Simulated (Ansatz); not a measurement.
`C[CH](C)[Sn][Cl]`, charge 0, multiplicity 1.

Q: Give a relaxed structure at PBE0-D4/def2-TZVP (Ansatz). (Estimate.)

A: The calculation gave: 
Z-matrix (Å, degrees):
```
C
C 1 1.522
H 1 1.097 2 110.9
H 1 1.095 2 112.7 3 -119.8
H 1 1.094 2 111.1 3 119.3
C 2 1.522 1 111.8 3 -57.9
Sn 2 2.206 1 110.7 3 178.1
H 2 1.098 1 109.3 3 63.2
H 6 1.097 2 110.9 1 58.0
H 6 1.094 2 111.1 1 -61.3
H 6 1.095 2 112.7 1 177.8
Cl 7 2.384 2 94.4 1 62.2
```
Point group Cs.
This is one stationary point; other conformers may exist.
